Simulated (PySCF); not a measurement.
**Frontier orbitals and the lowest excitations**

C5H11FSi.
SMILES with atom numbers: `[CH3:1]/[CH:2]=[C:3](/[F:4])[SiH2:5][CH2:6][CH3:7]` (hydrogens: H8, H9, H10 on C1; H11 on C2; H12, H13 on Si5; H14, H15 on C6; H16, H17, H18 on C7)

Cartesian coordinates in Å at the GFN2-xTB level; atoms count from 1:
```
atom  x, y, z in Å
C1    -2.405    0.730    0.295
C2    -2.331   -0.513   -0.518
C3    -1.235   -1.241   -0.676
F4    -1.343   -2.356   -1.463
Si5    0.516   -1.010    0.018
C6     1.362    0.438   -0.884
C7     2.767    0.714   -0.361
H8    -1.453    0.943    0.774
H9    -2.681    1.574   -0.337
H10   -3.173    0.629    1.061
H11   -3.250   -0.821   -1.004
H12    0.429   -0.735    1.460
H13    1.237   -2.262   -0.220
H14    1.419    0.221   -1.953
H15    0.764    1.346   -0.788
H16    2.740    0.955    0.700
H17    3.404   -0.158   -0.492
H18    3.222    1.550   -0.889
```

Computed with TDDFT CAM-B3LYP/def2-SVPD, vertical, gas phase, core orbitals frozen in the response in PySCF.

Frontier orbitals with the atoms that hold most of them (Löwdin shares over 4%, at most four atoms; ? is withheld):

```tsv
orbital	ε (eV)	atoms
LUMO+2	1.59	C7 15%, Si5 12%, C1 10%, C2 8%
LUMO+1	1.35	Si5 13%, C2 13%, C1 12%, C3 10%
LUMO	?	?
HOMO	-8.46	C2 32%, C3 29%, F4 14%, C1 8%
HOMO-1	-10.02	?
HOMO-2	-10.61	Si5 21%, C3 18%, F4 14%, H12 10%
HOMO-3	-10.97	Si5 27%, H13 19%, C6 15%, H12 13%
```

Task: Give the leading atoms of the HOMO-1.

Result: C6 (bonded to C, Si and 2 H) 26%; Si5 (bonded to 2 C and 2 H) 19%; C7 (bonded to C and 3 H) 12%; C3 (bonded to C, F and Si) 11%. By element: carbon 49% or more, silicon 19%.

Task: Which atoms hold the LUMO, and with what shares?

Result: C3 (bonded to C, F and Si) 18%; C2 (bonded to 2 C and H) 18%; Si5 (bonded to 2 C and 2 H) 17%; C6 (bonded to C, Si and 2 H) 6%. By element: carbon 42% or more, silicon 17%.

Task: What is the LUMO energy, and the HOMO–LUMO gap?

Result: ε(LUMO) = 0.87 eV; the gap is 9.33 eV (0.3427 hartree).

Task: How does S1 compare with the orbital gap of 9.33 eV?

Result: S1 is at 6.53 eV (f = 0.281), 2.79 eV below the gap, made of HOMO→LUMO (92%). 

Next come S2 at 6.94 eV (f 0.047), HOMO→LUMO+1 (40%), HOMO→LUMO+3 (33%), HOMO→LUMO+6 (10%); S3 at 7.05 eV (f 0.0027), HOMO→LUMO+2 (42%), HOMO→LUMO+1 (20%), HOMO→LUMO+3 (19%); S4 at 7.36 eV (f 0.0063), HOMO-2→LUMO (36%), HOMO-1→LUMO (34%); S5 at 7.62 eV (f 0.048), HOMO→LUMO+2 (33%), HOMO→LUMO+1 (25%), HOMO-1→LUMO (12%).

One conformer stands for the species.
